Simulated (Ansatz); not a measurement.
Input for Ansatz (a quantum-chemistry and plane-wave program): R-CCSD(T)/def2-TZVPP on BH2IO (SMILES OBI), a point of a torsion scan. Elements past Kr take the def2 small-core potentials; no spin–orbit coupling. The run froze 11 orbitals, filled d shells among them.

Ansatz 0.2 input:
```yaml
crystal:
  periodic: [false, false, false]
  atoms:
    - {symbol: O, position_ang: [-0.90862714, -0.35231970, -0.32876091]}
    - {symbol: B, position_ang: [0.25344188, 0.24934739, -0.18327324]}
    - {symbol: I, position_ang: [1.85204664, -0.35006492, -1.44974590]}
    - {symbol: H, position_ang: [-1.43057728, -0.85438072, 0.28435784]}
    - {symbol: H, position_ang: [0.49248213, 1.04077077, 0.65659317]}
basis:
  gaussian:
    orbitals: def2-TZVPP
magnetization: {spin_polarized: false}
correlation: {method: ccsd_t, electrons: outside_noble_gas}
scf: {lower_state_search: off}
```

### Question
Predict the final total energy.

### Answer
-397.9967 hartree (reference determinant -397.4780, T1 diagnostic 0.014).

### Question
How many basis functions does it have, and what does it roughly cost on one machine?

### Answer
140 functions; about 26 core-seconds (a rough figure).
